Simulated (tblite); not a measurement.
Species: C5H5Cl2Ge (doublet state).
Bonds: C1–C2 (double), C2–Ge3, Ge3–C4, C4–Cl5, C4–C6, C6–C7 (double), C7–Cl8, C2–C7. Hydrogens: H9, H10 on C1; H11, H12 on Ge3; H13 on C6.
Bond orders are those of one Lewis drawing.

Computed with GFN2-xTB (tblite), gas phase: L-BFGS steps from a force-field or distance-geometry start until the largest atomic force falls under 0.01 eV/Å.

Step 38: E = -658.1514 eV
```
atom  x, y, z in Å  |  force x, y, z in eV/Å
C1     -2.2284   -0.0316    0.1009   -0.027   0.002  -0.037
C2     -0.8886   -0.0235    0.0008   -0.026   0.034   0.052
Ge3     0.3634    1.4372    0.4235    0.010   0.028   0.018
C4      1.8100    0.1792    0.0974   -0.013   0.059  -0.047
Cl5     3.4771    0.4885    0.2211    0.034  -0.047  -0.007
C6      1.3064   -1.0096   -0.3577    0.058   0.016   0.012
C7     -0.0875   -1.1264   -0.4102    0.017   0.027   0.035
Cl8    -0.8021   -2.5828   -0.9511   -0.008  -0.048  -0.007
H9     -2.8024   -0.9144   -0.1267   -0.055  -0.015  -0.026
H10    -2.7693    0.8446    0.4103   -0.017   0.001   0.025
H11     0.3719    2.5550   -0.5772   -0.015   0.052   0.039
H12     0.3104    2.0157    1.8092   -0.011  -0.018  -0.051
H13     1.9346   -1.8312   -0.6579    0.054  -0.092  -0.007
```

Step 39: E = -658.1529 eV
```
atom  x, y, z in Å  |  force x, y, z in eV/Å
C1     -2.2283   -0.0280    0.0927   -0.052  -0.008  -0.016
C2     -0.8879   -0.0263    0.0048   -0.036   0.048   0.032
Ge3     0.3645    1.4348    0.4273   -0.021   0.062   0.032
C4      1.8094    0.1828    0.0869    0.029   0.033  -0.021
Cl5     3.4775    0.4906    0.2114    0.021  -0.045  -0.017
C6      1.3057   -1.0094   -0.3585    0.082   0.005  -0.006
C7     -0.0879   -1.1309   -0.4030    0.036   0.047   0.044
Cl8    -0.7978   -2.5932   -0.9310   -0.028  -0.056  -0.014
H9     -2.8061   -0.9081   -0.1349   -0.046  -0.031  -0.037
H10    -2.7702    0.8493    0.3967   -0.005   0.016   0.028
H11     0.3677    2.5608   -0.5646   -0.020   0.046   0.037
H12     0.3137    2.0069    1.8172   -0.006  -0.029  -0.065
H13     1.9353   -1.8290   -0.6624    0.047  -0.089   0.004
```

Step 40: E = -658.1546 eV
```
atom  x, y, z in Å  |  force x, y, z in eV/Å
C1     -2.2294   -0.0238    0.0826   -0.062  -0.018   0.005
C2     -0.8880   -0.0293    0.0106   -0.039   0.041  -0.004
Ge3     0.3650    1.4327    0.4324   -0.044   0.076   0.023
C4      1.8094    0.1878    0.0740    0.073  -0.006   0.003
Cl5     3.4792    0.4925    0.1977   -0.001  -0.036  -0.027
C6      1.3064   -1.0091   -0.3597    0.078  -0.012  -0.025
C7     -0.0876   -1.1356   -0.3938    0.049   0.048   0.048
Cl8    -0.7928   -2.6068   -0.9057   -0.034  -0.029  -0.010
H9     -2.8119   -0.9007   -0.1465   -0.027  -0.036  -0.046
H10    -2.7718    0.8559    0.3796    0.010   0.020   0.030
H11     0.3623    2.5693   -0.5472   -0.026   0.041   0.030
H12     0.3178    1.9956    1.8257    0.000  -0.031  -0.054
H13     1.9371   -1.8280   -0.6674    0.022  -0.059   0.024
```

Task: Estimate the geometry and energy of step 41. (The exact step hangs on the optimiser's Hessian estimate; all steps are aligned on step 40, rigid shifts and turns removed.)

Result: E = -658.1560 eV, largest force 0.095 eV/Å
```
atom  x, y, z in Å  |  force x, y, z in eV/Å
C1     -2.2318   -0.0211    0.0750   -0.050  -0.023   0.015
C2     -0.8892   -0.0313    0.0158   -0.024   0.018  -0.042
Ge3     0.3646    1.4318    0.4367   -0.041   0.052  -0.006
C4      1.8105    0.1917    0.0642    0.088  -0.030   0.017
Cl5     3.4822    0.4930    0.1843   -0.022  -0.024  -0.030
C6      1.3082   -1.0088   -0.3605    0.046  -0.021  -0.029
C7     -0.0867   -1.1382   -0.3859    0.042   0.029   0.045
Cl8    -0.7888   -2.6178   -0.8858   -0.023   0.020   0.004
H9     -2.8176   -0.8956   -0.1574   -0.005  -0.027  -0.044
H10    -2.7737    0.8614    0.3663    0.020   0.012   0.029
H11     0.3580    2.5776   -0.5314   -0.032   0.038   0.018
H12     0.3208    1.9866    1.8309    0.005  -0.024  -0.017
H13     1.9393   -1.8287   -0.6699   -0.005  -0.021   0.040
```

The energy changes by -0.0014 eV. The first-order estimate −F·Δx gives -0.0020 eV and the mean of the old and new forces, exact on a quadratic surface, -0.0014 eV. The step makes an angle of 79° with the force vector and moves no atom by more than 0.023 Å.

The cost below is that of the whole relaxation. Hardware: an Arm Neoverse V1 with one thread, on a shared host. Cost: 0.63 s of wall time.
